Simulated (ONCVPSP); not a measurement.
## Ne (Z = 10), ONCV: configuration errors across variants

```json
{
  "Element": "Ne (Z = 10)",
  "Generator": "ONCVPSP 4.0.1",
  "Type": "optimised norm-conserving Vanderbilt (ONCV)",
  "Functional": "PBE",
  "Relativity": "scalar-relativistic",
  "Frozen core": "[He]",
  "Valence charge": "8",
  "Reference configuration": "2s2 2p6",
  "Partial waves": "2s: rc 0.50 bohr, ncon 5, nbas 9, qcut 12 1/bohr, 3 projectors, debl 1.9 Ha; 2p: rc 1.55 bohr, ncon 3, nbas 6, qcut 7.4 1/bohr, 2 projectors, debl 0.9 Ha; d scattering state at 0.24 Ha: rc 1.60 bohr, ncon 4, nbas 8, qcut 7 1/bohr, 1 projector",
  "Local potential": "polynomial inside 0.40 bohr (lpopt 5, dvloc0 1 Ha)",
  "Core correction": "Teter function, fcfact 4.75, rcfact 1.7"
}
```

All-electron excitation energies from the reference (eV): (1) 2s2 2p5 22.475; (2) 2s2 2p4 65.743; (3) 2s2 2p3 133.173; (4) 2s1 2p6 45.883.

2 further variants failed, have other tests or too few solved ones, and are left out.

A true bound ghost makes a file unfit for plane-wave use even where its test errors are small: the radial tests pick states by their node count and pass the ghost by.

Errors AE − PS in meV (a dash: test not solved or not reliable):

| change | (1) | (2) | (3) | (4) | bound ghosts | GHOST(+) flags above zero |
| --- | --- | --- | --- | --- | --- | --- |
| base | +158 | +1067 | +3565 | -197 | s | s, d |
| all radii but the core radius scaled by about 1.11 (s 0.56, p 1.72, d 1.78 bohr); local potential polynomial inside 0.44 bohr (lpopt 5, dvloc0 1 Ha) | +216 | +1401 | +4544 | -244 | s | s, d |
| all radii but the core radius scaled by about 1.32 (s 0.66, p 2.04, d 2.10 bohr); local potential polynomial inside 0.52 bohr (lpopt 5, dvloc0 1 Ha) | +316 | +1946 | +6095 | -316 | s | s, d |

(1) Give the same row for: all radii but the core radius scaled by about 1.17 (s 0.58, p 1.82, d 1.88 bohr); local potential polynomial inside 0.46 bohr (lpopt 5, dvloc0 1 Ha).

Results:

(1) +248, +1581, +5061, -267; bound ghosts: s; GHOST(+) flags above zero: s, d.
